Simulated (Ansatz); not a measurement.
Input file for Ansatz (an electronic-structure program): R-CCSD(T)/cc-pVTZ on AsBFH3O (SMILES OB(F)[AsH2]), a point of a torsion scan. The run froze 17 orbitals, filled d shells among them.

Ansatz 0.2 input:
```yaml
crystal:
  periodic: [false, false, false]
  atoms:
    - {symbol: O, position_ang: [-1.55447205, 0.14449156, -0.50225633]}
    - {symbol: B, position_ang: [-0.60945159, -0.35145603, 0.29916540]}
    - {symbol: F, position_ang: [-1.04825903, -1.29538039, 1.13176222]}
    - {symbol: As, position_ang: [1.38208878, 0.15844647, 0.35639025]}
    - {symbol: H, position_ang: [-1.32512304, 0.82915083, -1.12883326]}
    - {symbol: H, position_ang: [1.78370580, -1.24582305, 0.00741259]}
    - {symbol: H, position_ang: [1.49679120, -0.20300566, 1.80575131]}
basis:
  gaussian:
    orbitals: cc-pVTZ
magnetization: {spin_polarized: false}
correlation: {method: ccsd_t, electrons: outside_noble_gas}
scf: {lower_state_search: off}
```

Output:

```
WARN ansatz: RAYON_NUM_THREADS=1 ignored (pool sized by the plan → 1); use --threads N
Functional definition: HF
these checks for a lower state are left out or cut short: stability, starts, cluster_reference, orbital_swaps, neighbouring_geometries, increment
integrals: 0.55 GiB planned
1071 factors; integrals over basis functions are off by at most 1.2e-3 eV
mean field: 0.55 GiB planned
mean field evaluation 1: about -66260.9625 eV, gradient 4.0e1 eV
mean field evaluation 2: about -66261.0975 eV, gradient 4.0e1 eV
mean field evaluation 4: about -66264.1555 eV, gradient 2.9e0 eV
mean field evaluation 8: about -66264.2042 eV, gradient 2.5e-1 eV
mean field -66264.20453399 eV, -2435.1646011331 hartree, gradient 2.6e-6 eV, S^2 0.000000; 0 other end points of the search recorded, 0 dependent functions left out
17 core orbitals not correlated
reference -66264.20453399 eV, -2435.1646011331 hartree; 12, 12 occupied and 146, 146 virtual orbitals, 1071 factors
second order -19.82526312 eV of doubles, -0.00000000 eV of singles
coupled cluster: 1.38 GiB planned
cycle   1  -19.96735894 eV  change   -1.4e-1 eV  update   9.7e-2
cycle   2  -20.42387185 eV  change   -4.6e-1 eV  update   2.9e-2
cycle   3  -20.52880730 eV  change   -1.0e-1 eV  update   1.6e-2
cycle   4  -20.51283919 eV  change    1.6e-2 eV  update   3.8e-3
cycle   5  -20.51120038 eV  change    1.6e-3 eV  update   1.6e-3
cycle   6  -20.51187554 eV  change   -6.8e-4 eV  update   4.8e-4
cycle   7  -20.51151329 eV  change    3.6e-4 eV  update   1.6e-4
cycle   8  -20.51144120 eV  change    7.2e-5 eV  update   5.1e-5
cycle   9  -20.51147542 eV  change   -3.4e-5 eV  update   2.1e-5
cycle  10  -20.51147865 eV  change   -3.2e-6 eV  update   7.1e-6
perturbative correction -0.72999180 eV, -0.0268267037 hartree
Total energy: -66285.44600444 eV, -2435.9452107740 hartree
Checks for a lower state left out: stability, starts, cluster_reference, orbital_swaps, neighbouring_geometries, increment
```

Self-consistency was reached.

Cost: very roughly 60 core-seconds.
